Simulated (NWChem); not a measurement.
System: SiSbH5; SMILES [SiH3][SbH2]

Input file for NWChem:

```
start job
memory heap 200 mb stack 900 mb global 1100 mb
geometry units angstroms noautoz
  Sb     0.018032     0.662717     0.021061
  H     -1.224650     0.669991     1.204957
  H     -1.138328     0.685781    -1.247152
  Si     0.033489    -1.922240     0.005260
  H      0.810555    -2.391379    -1.182681
  H     -1.339299    -2.508616    -0.049527
  H      0.720347    -2.406563     1.241678
end
basis spherical
  * library def2-svp
end
ecp
  Sb library def2-ecp
end
dft
  xc xcamb88 1.00 lyp 0.81 vwn_5 0.19 hfexch 1.00
  cam 0.33 cam_alpha 0.19 cam_beta 0.46
  iterations 150
  vectors input atomic output neutral.movecs
end
task dft energy
charge 1
dft
  odft
  mult 2
  vectors input atomic output cation.movecs
end
task dft energy
```

The geometry was optimised at PBE0/def2-SVP. No frequency run checked for a minimum. def2 effective core potentials on Sb; no spin-orbit coupling.

Ions are spin-unrestricted doublets at the neutral geometry; other ion states weren't tried.

**Question.** What results follow from this input? (CAM-B3LYP/def2-SVP with def2 effective core potentials on Sb, vertical spin-unrestricted ions.) Quantities: vertical ionisation energy, ΔSCF (eV); −ε(HOMO) (eV).

**Answer.** 
* **vertical ionisation energy, ΔSCF (eV)**: 9.36
* **−ε(HOMO) (eV)**: 8.38
